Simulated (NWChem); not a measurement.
A series in which one site is exchanged, each optimised at PBE0/def2-SVP with NWChem, gas phase unless a solvent is named. This build's default masses of Se (78.918 u) and Br (79.917 u) are each other's, which moves their modes by up to 0.6 %. For some, no frequency run checked for a minimum. def2 effective core potentials on I; no spin-orbit coupling.

A: [SeH]F (HSeF; site = F)
B: [SeH]I (HSeI; site = I)
C: [SeH2] (H$_{2}$Se; site = H)
D: Br[SeH] (HSeBr; site = Br)

```
quantity                                                      A     B    C     D
---------------------------------------------------------  ----  ----  ---  ----
dipole (D), PBE0/def2-SVP                                  2.03  0.91  [?]  1.31
orbital gap (eV), PBE0/def2-SVP                            5.17  3.88  [?]  4.35
vertical ionisation energy, ΔSCF, CAM-B3LYP/def2-SVP (eV)  9.92  9.08  [?]  9.40
static polarisability, CAM-B3LYP/def2-SVPD (bohr³)         29.7  64.9  [?]  51.4
lowest singlet excitation, CAM-B3LYP/def2-SVPD, TDA (eV)   3.11  2.43  [?]  2.71
```

Some entries are withheld; supply them.


- dipole (D), PBE0/def2-SVP, C: 0.96
- orbital gap (eV), PBE0/def2-SVP, C: 7.30
- vertical ionisation energy, ΔSCF, CAM-B3LYP/def2-SVP (eV), C: 9.79
- static polarisability, CAM-B3LYP/def2-SVPD (bohr³), C: 31.1
- lowest singlet excitation, CAM-B3LYP/def2-SVPD, TDA (eV), C: 5.29
